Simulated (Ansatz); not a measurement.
In2Te3. The state is a singlet with charge 0. Geometry r2SCAN-D4/def2-SVP, basis def2-TZVP, Ansatz.

```
atom   x (Å)   y (Å)   z (Å)
 In1  -1.331   1.733   0.547
 In2   1.905  -0.964   1.232
 Te3  -0.833  -0.413  -1.646
 Te4  -1.149  -1.465   0.903
 Te5   1.407   1.109  -1.035
```

```csv
run,HOMO (eV),LUMO (eV)
A,-7.55,-0.52
B,-4.64,-3.15
C,-4.86,-3.10
D,-5.45,-2.46
```

In the def2 sets In, Te take a core potential; there is no spin–orbit coupling. LC-ωPBE has ω = 0.4 bohr⁻¹. The structure comes from a short search, and lower isomers may exist.

Q: The runs used LC-ωPBE, PBE, PBE0, r2SCAN. Estimate which is which.

A: A LC-ωPBE (range-separated); B PBE (0 % exact exchange); C r2SCAN (0 % exact exchange); D PBE0 (25 % exact exchange). Exact exchange lowers occupied and raises empty levels; among semilocal functionals meta-GGAs tend to open the gap a little, and such runs are hard to tell apart. The gap grows from 1.50 eV (PBE) to 7.02 eV (LC-ωPBE).
